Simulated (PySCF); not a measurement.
PySCF job for Zr(OEt)(H)3 (C2H8OZr), SMILES CC[O][ZrH3], multiplicity 1, TDA-CAM-B3LYP/def2-SVPD. Geometry: PBE0-D3(BJ)/def2-SVP. The multiplicity is an assumed one; no other spin state was optimised. The structure was generated by enumeration; whether it is a known compound was not checked. The def2 effective core potentials stand for the cores of Zr; spin–orbit coupling is left out. One conformer was computed; it need not be the lowest.

```python
import numpy as np
from pyscf import gto, scf, dft, tdscf

mol = gto.M(
    atom='''
    Zr    0.06146100    1.11435979   -0.00000000
    O    -0.38648240   -0.70710199    0.00000000
    C    -0.65659571   -2.07996827    0.00000000
    C     0.61810958   -2.89474509   -0.00000000
    H    -1.26836049   -2.31559604   -0.88807313
    H    -1.26836048   -2.31559604    0.88807313
    H     1.22265240   -2.67298243   -0.89229969
    H     0.38419616   -3.97003386   -0.00000000
    H     1.22265241   -2.67298243    0.89229968
    H     1.05778907    1.40953120    1.54630569
    H    -1.54402216    2.05883296   -0.00000000
    H     1.05778906    1.40953120   -1.54630569
    ''',
    basis='def2-SVPD',
    ecp={'Zr': 'def2-svp'},
    charge=0,
    spin=0,
    symmetry=True,
    max_memory=1600,
    verbose=4,
)
mf = dft.RKS(mol, xc='cam-b3lyp').density_fit(auxbasis='def2-universal-jkfit')
mf.grids.level = 3
mf.conv_tol = 1e-9
mf.max_cycle = 100
mf.kernel()
mf.grids = dft.Grids(mol).set(level=1).build(with_non0tab=True)  # coarser grid for the response kernel
td = tdscf.TDA(mf)
td.singlet = True
td.nstates = 10
td.conv_tol = 1e-4
td.positive_eig_threshold = 1e-6
td.kernel(x0=td.get_init_guess(mf, 15))
td.analyze()
tt = tdscf.TDA(mf)
tt.singlet = False
tt.nstates = 4
tt.conv_tol = 1e-4
tt.positive_eig_threshold = 1e-6
tt.kernel(x0=tt.get_init_guess(mf, 9))
tt.analyze(verbose=3)
```

It prints:

```
PySCF version 2.14.0

[INPUT] verbose = 4
[INPUT] num. atoms = 12
[INPUT] num. electrons = 40
[INPUT] charge = 0
[INPUT] spin (= nelec alpha-beta = 2S) = 0
[INPUT] symmetry True subgroup None
[INPUT] Mole.unit = angstrom
[INPUT] Symbol           X                Y                Z      unit          X                Y                Z       unit  Magmom
[INPUT]  1 Zr     0.061461000000   1.114359790000   0.000000000000 AA    0.116144457342   2.105834807328   0.000000000000 Bohr   0.0
[INPUT]  2 O     -0.386482400000  -0.707101990000   0.000000000000 AA   -0.730345887965  -1.336229103235   0.000000000000 Bohr   0.0
[INPUT]  3 C     -0.656595710000  -2.079968270000   0.000000000000 AA   -1.240786066464  -3.930570378085   0.000000000000 Bohr   0.0
[INPUT]  4 C      0.618109580000  -2.894745090000   0.000000000000 AA    1.168057821170  -5.470275420529   0.000000000000 Bohr   0.0
[INPUT]  5 H     -1.268360490000  -2.315596040000  -0.888073130000 AA   -2.396853953319  -4.375842330727  -1.678214994285 Bohr   0.0
[INPUT]  6 H     -1.268360480000  -2.315596040000   0.888073130000 AA   -2.396853934422  -4.375842330727   1.678214994285 Bohr   0.0
[INPUT]  7 H      1.222652400000  -2.672982430000  -0.892299690000 AA    2.310478181542  -5.051204728474  -1.686202035134 Bohr   0.0
[INPUT]  8 H      0.384196160000  -3.970033860000   0.000000000000 AA    0.726025520510  -7.502276700650   0.000000000000 Bohr   0.0
[INPUT]  9 H      1.222652410000  -2.672982430000   0.892299680000 AA    2.310478200439  -5.051204728474   1.686202016237 Bohr   0.0
[INPUT] 10 H      1.057789070000   1.409531200000   1.546305690000 AA    1.998931639858   2.663627932030   2.922094258957 Bohr   0.0
[INPUT] 11 H     -1.544022160000   2.058832960000   0.000000000000 AA   -2.917779012659   3.890630430628   0.000000000000 Bohr   0.0
[INPUT] 12 H      1.057789060000   1.409531200000  -1.546305690000 AA    1.998931620961   2.663627932030  -2.922094258957 Bohr   0.0

nuclear repulsion = 150.69137397323
point group symmetry = Cs
symmetry origin: [-2.77900892e-10  2.22320705e-09 -2.77900905e-10]
symmetry axis x: [ 1.00000000e+00 -2.74837890e-10  2.27464132e-09]
symmetry axis y: [-2.74837889e-10 -1.00000000e+00 -1.56367777e-10]
symmetry axis z: [-2.27464132e-09 -1.56367836e-10  1.00000000e+00]
num. orbitals of irrep A' = 103
num. orbitals of irrep A" = 58
number of shells = 69
number of NR pGTOs = 233
number of NR cGTOs = 161
basis = def2-SVPD
ecp = {'Zr': 'def2-svp'}


[settings echo left out]
init E= -196.719222522596
HOMO (A") = -0.47345561722314  LUMO (A') = -0.403019923107568  gap/eV = 1.91665
cycle= 1 E= -202.664735765806  delta_E= -5.95  |g|= 1.15  |ddm|= 6.59
HOMO (A') = -0.198734475060412  LUMO (A') = 0.0206597618656517  gap/eV = 5.97002
cycle= 2 E= -202.742885541567  delta_E= -0.0781  |g|= 1.12  |ddm|= 4.58
HOMO (A') = -0.318419902910492  LUMO (A") = -0.00340112888713495  gap/eV = 8.57210
cycle= 3 E= -203.059720200015  delta_E= -0.317  |g|= 0.201  |ddm|= 2.02
HOMO (A') = -0.34420269240616  LUMO (A") = -0.0311897961664562  gap/eV = 8.51751
cycle= 4 E= -203.064210378098  delta_E= -0.00449  |g|= 0.151  |ddm|= 0.578
HOMO (A') = -0.342841262572225  LUMO (A') = -0.0224723601292603  gap/eV = 8.71768
cycle= 5 E= -203.06866688739  delta_E= -0.00446  |g|= 0.0345  |ddm|= 0.147
HOMO (A') = -0.342239797441895  LUMO (A') = -0.0212219215136735  gap/eV = 8.73534
cycle= 6 E= -203.068951808863  delta_E= -0.000285  |g|= 0.0038  |ddm|= 0.038
HOMO (A') = -0.341873779914255  LUMO (A') = -0.0212415206126067  gap/eV = 8.72485
cycle= 7 E= -203.068963262073  delta_E= -1.15e-05  |g|= 0.00153  |ddm|= 0.0127
HOMO (A') = -0.341946090713847  LUMO (A') = -0.0213346974092959  gap/eV = 8.72428
cycle= 8 E= -203.068964769117  delta_E= -1.51e-06  |g|= 0.00038  |ddm|= 0.00591
HOMO (A') = -0.341966981290966  LUMO (A') = -0.0213606830729187  gap/eV = 8.72414
cycle= 9 E= -203.068964968658  delta_E= -2e-07  |g|= 0.000122  |ddm|= 0.00203
HOMO (A') = -0.34197658526719  LUMO (A') = -0.0213618354824834  gap/eV = 8.72437
cycle= 10 E= -203.068964978815  delta_E= -1.02e-08  |g|= 5.33e-05  |ddm|= 0.000404
HOMO (A') = -0.341973516649936  LUMO (A') = -0.0213575039209037  gap/eV = 8.72441
cycle= 11 E= -203.06896498006  delta_E= -1.24e-09  |g|= 1.22e-05  |ddm|= 0.000114
HOMO (A') = -0.341973458527491  LUMO (A') = -0.0213579950124188  gap/eV = 8.72439
cycle= 12 E= -203.068964980176  delta_E= -1.17e-10  |g|= 3.25e-06  |ddm|= 4.46e-05
HOMO (A') = -0.34197341645951  LUMO (A') = -0.0213573373747282  gap/eV = 8.72441
Extra cycle  E= -203.068964980184  delta_E= -8.01e-12  |g|= 1.9e-06  |ddm|= 1.19e-05
converged SCF energy = -203.068964980184
tot grids = 43528
Overwritten attributes  positive_eig_threshold  of <class 'pyscf.tdscf.rks.TDA'>


******** <class 'pyscf.tdscf.rks.TDA'> for <class 'pyscf.df.df_jk.DFSymAdaptedRKS'> ********
nstates = 10 singlet
deg_eia_thresh = 1.000e-03
wfnsym = None
conv_tol = 0.0001
eigh lindep = 1e-12
eigh level_shift = 0
eigh max_cycle = 100


Excitation energies (eV)
[4.35647214 4.57098664 4.57341831 4.9797789  5.30329264 5.31492332
 5.68132667 5.69062422 5.96702067 6.17453228]

** Singlet excitation energies and oscillator strengths **
Excited State   1:   A"      4.35647 eV    284.60 nm  f=0.0000
      19 -> 21       -0.49358
      20 -> 22       -0.48328
Excited State   2:   A"      4.57099 eV    271.24 nm  f=0.0000
      19 -> 21        0.47211
      19 -> 23       -0.10352
      19 -> 25        0.10361
      20 -> 22       -0.48314
      20 -> 24       -0.10239
Excited State   3:   A'      4.57342 eV    271.10 nm  f=0.0001
      19 -> 22       -0.46643
      20 -> 21       -0.48984
      20 -> 23       -0.10095
Excited State   4:   A'      4.97978 eV    248.98 nm  f=0.0260
      19 -> 22       -0.45716
      19 -> 24       -0.20120
      20 -> 21        0.44021
      20 -> 25        0.19323
Excited State   5:   A'      5.30329 eV    233.79 nm  f=0.0011
      18 -> 21       -0.11510
      20 -> 23        0.66426
      20 -> 29       -0.10009
Excited State   6:   A"      5.31492 eV    233.28 nm  f=0.0010
      18 -> 22        0.10592
      19 -> 23        0.66448
      19 -> 29       -0.10125
Excited State   7:   A'      5.68133 eV    218.23 nm  f=0.0483
      18 -> 21       -0.64474
      18 -> 25       -0.20657
      20 -> 23       -0.10521
Excited State   8:   A"      5.69062 eV    217.87 nm  f=0.0491
      18 -> 22        0.64414
      18 -> 24        0.21474
Excited State   9:   A"      5.96702 eV    207.78 nm  f=0.0003
      19 -> 25       -0.43860
      19 -> 28       -0.10027
      20 -> 24       -0.50479
      20 -> 30       -0.14326
Excited State  10:   A'      6.17453 eV    200.80 nm  f=0.0472
      18 -> 23        0.11322
      18 -> 25       -0.14356
      19 -> 24        0.40231
      20 -> 25        0.48917
      20 -> 28        0.10351

** Transition electric dipole moments (AU) **
state          X           Y           Z        Dip. S.      Osc.
  1         0.0000      0.0000     -0.0007      0.0000      0.0000
  2        -0.0000     -0.0000     -0.0175      0.0003      0.0000
  3         0.0213     -0.0129     -0.0000      0.0006      0.0001
  4         0.1141      0.4476     -0.0000      0.2134      0.0260
  5        -0.0871      0.0325      0.0000      0.0087      0.0011
  6        -0.0000     -0.0000      0.0874      0.0076      0.0010
  7         0.5750     -0.1275      0.0000      0.3469      0.0483
  8         0.0000      0.0000     -0.5936      0.3524      0.0491
  9         0.0000      0.0000      0.0416      0.0017      0.0003
 10         0.5586     -0.0099      0.0000      0.3121      0.0472

WARN: ECP detected. Skipping calculation of transition velocity and magnetic dipole moments, which have not yet been implemented.



******** <class 'pyscf.tdscf.rks.TDA'> for <class 'pyscf.df.df_jk.DFSymAdaptedRKS'> ********
nstates = 4 triplet
deg_eia_thresh = 1.000e-03
wfnsym = None
conv_tol = 0.0001
eigh lindep = 1e-12
eigh level_shift = 0
eigh max_cycle = 100


Excitation energies (eV)
[3.97621072 4.08422335 4.08791768 4.26907888]

** Triplet excitation energies and oscillator strengths **
Excited State   1:   A"      3.97621 eV    311.81 nm  f=0.0000
Excited State   2:   A"      4.08422 eV    303.57 nm  f=0.0000
Excited State   3:   A'      4.08792 eV    303.29 nm  f=0.0000
Excited State   4:   A'      4.26908 eV    290.42 nm  f=0.0000
```

Self-consistency was reached.
